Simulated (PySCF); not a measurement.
Which level of theory gave which numbers?

Compound: C3H7AlO.
Numbering: `[CH2:1]=[CH:2][AlH:3][O:4][CH3:5]` (hydrogens: H6, H7 on C1; H8 on C2; H9 on Al3; H10, H11, H12 on C5)

The closed-shell ground state was solved 7 times with PySCF (density fitting, gas phase), always in the pcSseg-2 basis (285 functions), with these functionals: B97-2, BHandHLYP, HF, KT3, LC-wPBE, mPW1PW91 and wB97X-D. The structure is a single PBE0-D3(BJ)/def2-SVP conformer in the gas phase; no vibrational or solvent corrections.

```
row  total energy (Eh)  HOMO (eV)  LUMO (eV)  dipole (D)
  P          -436.2198      -7.60      -1.14        0.18
  Q          -441.2575      -6.56      -1.93        0.13
  R          -436.0775     -10.59       0.92        0.27
  S          -434.5583     -10.28       1.63        0.35
  T          -436.2150      -9.75       0.56        0.22
  U          -436.1740      -8.90      -0.27        0.27
  V          -436.2386      -7.88      -1.14        0.20
```

**Question.** Which functional belongs to which row?

**Answer.** P = B97-2, Q = KT3, R = LC-wPBE, S = HF, T = wB97X-D, U = BHandHLYP, V = mPW1PW91. By rising HOMO–LUMO gap: KT3 (GGA) 4.63 eV; B97-2 (global hybrid, 21 % exact exchange) 6.46 eV; mPW1PW91 (global hybrid, 25 % exact exchange) 6.74 eV; BHandHLYP (global hybrid, 50 % exact exchange) 8.63 eV; wB97X-D (range-separated hybrid) 10.31 eV; LC-wPBE (range-separated hybrid) 11.51 eV; HF (all exact exchange) 11.91 eV. Total energies of different functionals aren't bounds to one another; each is stationary for its own functional.

Shape of the structure used: `[CH2:1]=[CH:2][AlH:3][O:4][CH3:5]`: C1–C2–Al3–O4 -179°, C2–Al3–O4–C5 -179°.

The pairwise dispersion term of wB97X-D wasn't added to the energies; at a given geometry it leaves orbitals and properties as they are.
